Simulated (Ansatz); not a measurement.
Reaction: BGeH3F (SMILES F[BH][GeH2], doublet) → BGeH3F (SMILES F[B][GeH3], doublet)
Each species at its own B3LYP-D3(BJ)/def2-TZVP minimum (Ansatz, a program for electronic structure).

Total energies in hartree (Ansatz). UHF or UKS for unpaired electrons; spin-orbit terms are left out. Cores are frozen in correlated methods (noble-gas shells, and filled d and f shells in the p block). No relativity.

| species | HF/cc-pVTZ | CCSD(T)/cc-pVTZ | HF/cc-pVQZ | CCSD(T)/cc-pVQZ | CCSD(T)/cc-pVDZ | CCSDT(Q)/cc-pVDZ |
|---|---|---|---|---|---|---|
| 1: BGeH3F (SMILES F[BH][GeH2], doublet) | -2201.33114 | -2201.82687 | -2201.34459 | -2201.87502 | -2201.60546 | -2201.60718 |
| 2: BGeH3F (SMILES F[B][GeH3], doublet) | -2201.30051 | -2201.78990 | -2201.31446 | -2201.83835 | -2201.56895 | -2201.57071 |

**Question.** Work out the isomerisation energy (electronic) in kJ/mol: take Hartree-Fock from cc-pVQZ, extrapolate the CCSD(T) correlation energy as X^-3 (X = 3, 4), and add CCSDT(Q) - CCSD(T) in cc-pVDZ. 1 hartree = 2625.5 kJ/mol.

**Answer.** 
Species 1: correlation (64·(-0.53043) - 27·(-0.49573))/37 = -0.55575; step -0.00172; E1 = -2201.34459 + (-0.55575) + (-0.00172) = -2201.90206
Species 2: correlation (64·(-0.52389) - 27·(-0.48939))/37 = -0.54907; step -0.00176; E2 = -2201.31446 + (-0.54907) + (-0.00176) = -2201.86529
-1·E1 +1·E2 = 0.03677 hartree = 96.5 kJ/mol.
